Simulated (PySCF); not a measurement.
Species: (NaH)4 ring, Na₄H₄.
Hydrogens: H2, H8 on Na1; H2, H4 on Na3; H4, H6 on Na5; H6, H8 on Na7.

The closed-shell ground state was solved at several levels (PySCF, density fitting, gas phase, non-relativistic). Geometry: PBE0-D3(BJ)/def2-SVP; no solvent, vibrations or thermal averaging. The dipole stays under 0.02 D at every level.

| level | basis functions | HOMO (eV) | LUMO (eV) | gap (eV) |
| --- | --- | --- | --- | --- |
| B3LYP/def2-SVPD | 104 | -5.34 | -0.42 | 4.92 |
| PBE0/pcSseg-1 | 84 | -5.56 | -0.15 | 5.41 |

(1) What might KT2/pcSseg-1 (84 basis functions) give for the same quantities?

(2) Over all these levels, which gives the widest orbital gap and which the narrowest?

## Answers

(1) HOMO -4.50 eV, LUMO -0.66 eV, gap 3.84 eV.

(2) PBE0/pcSseg-1 (global hybrid, 25 % exact exchange) has the widest, 5.41 eV, and KT2/pcSseg-1 (GGA) the narrowest, 3.84 eV. The two share the basis. From the narrowest to the widest the HOMO moves by -1.06 eV and the LUMO by +0.51 eV.
